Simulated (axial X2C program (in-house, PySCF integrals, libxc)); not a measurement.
**What spin–orbit coupling does to AlGe**

Computed with an in-house all-electron X2C program for linear molecules (integrals from PySCF). Spin-free means the one-electron spin-free X2C Hamiltonian; two-component (2c) means X2C with spin–orbit coupling and atomic mean-field two-electron Coulomb and Gaunt terms, so the difference of the two also holds small scalar two-electron terms. Basis: Ge dyall-cv3z [9s9p7d4f1g], Al dyall-v3z [8s8p2d1f] (cores contracted in-house); Gaussian nuclei, density fitting, unrestricted open shells. Masses: Ge 73.921 u, Al 26.982 u.

Spin-free state: M_S = 3/2, Λ = 0 (beyond evenly filled blocks: σα, π+α, π-α); fragments Ge + Al.

```json
{"level": "PBE0", "Re (Å)": "2.466", "ωe (cm⁻¹)": "304.5", "De (eV)": "2.488", "μ (D)": "1.13"}
{"level": "HF", "Re (Å)": "2.532", "ωe (cm⁻¹)": "278.2", "De (eV)": "1.569", "μ (D)": "1.82"}
{"level": "CCSD", "Re (Å)": "2.485", "ωe (cm⁻¹)": "304.1", "De (eV)": "2.174", "μ (D)": "n/a"}
{"level": "CCSD(T)", "Re (Å)": "2.481", "ωe (cm⁻¹)": "307.4", "De (eV)": "2.303", "μ (D)": "n/a"}
{"level": "B3LYP", "Re (Å)": "2.485", "ωe (cm⁻¹)": "290.8", "De (eV)": "2.282", "μ (D)": "1.22"}
```

Correlated methods: 7 electrons correlated (number of frozen shells: Ge 3 s, 2 p, 1 d; Al 2 s, 1 p), 207 virtual spin orbitals or spinors in MP2, 90 natural virtuals in coupled cluster.

Dipoles are positive if Al is the positive end.

Two-component determinant lowest at the distance of the search:

Ω = 3/2 (⟨Sz⟩ = 1.49, ⟨Lz⟩ = 0.01 at HF); fragments Ge + Al.

```tsv
level	Re (Å)	ωe (cm⁻¹)	μ (D)
PBE0	2.467	304.1	1.13
HF	2.532	278.1	1.80
CCSD	2.487	303.6	n/a
CCSD(T)	2.482	307.0	n/a
B3LYP	2.486	290.1	1.21
```

(1) From the two tables, how do the constants change at the CCSD(T) level (2c against spin-free)?

The state is a single determinant with fixed occupations, the lowest that a limited PBE0 search found. De is counted from the lowest determinant-based energies of the atoms at the same level, without counterpoise correction. De is not given where an atomic determinant may have missed its ground term or J level, or where the truncated virtual space spoils (T). Density functionals use the spin component along the axis (collinear). Coupled cluster ran in a truncated set of natural virtual spinors; the MP2 energy of the rest was added. (T) has no such correction and the atoms are truncated less, which lowers De at CCSD(T) by a hundredth of an eV or more. PBE0 can misorder states that lie within some tenths of an eV, so this need not be the ground state of the molecule. The nearest other spin-free determinant of the search, M_S = 1/2, Λ = 0, lies 0.31 eV up at the distance of the search. The functionals have no current-density term, which raises determinants with orbital currents, atoms included. With several unpaired electrons one determinant need not be a pure state. This is the top spin component of a Σ state; components of lower Ω are not single determinants and can lie lower. With the outer-core shells frozen, correlated bond lengths of heavy atoms tend to come out a few hundredths of an ångström too long.

Answers

(1) At the CCSD(T) level Re rises by 0.001 Å and ωe falls by 0.4 cm⁻¹.
